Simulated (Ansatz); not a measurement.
Harmonic frequencies (cm⁻¹) at PBE0-D4/def2-TZVP from Ansatz: 120, 120, 120, 260, 260, 260, 314, 314, 314, 663, 663, 754, 754, 754, 763.

Task: Which molecule is it?
A. `[OH][Mo]([OH])(=[S])=[S]`
B. `[F][Mo]([F])([F])([F])([F])[F]`
C. `[OH][Mo]([OH])([Cl])([Cl])([Cl])[Cl]`
D. `[NH2][Mo](=[S])(=[S])[Cl]`

Result: B.
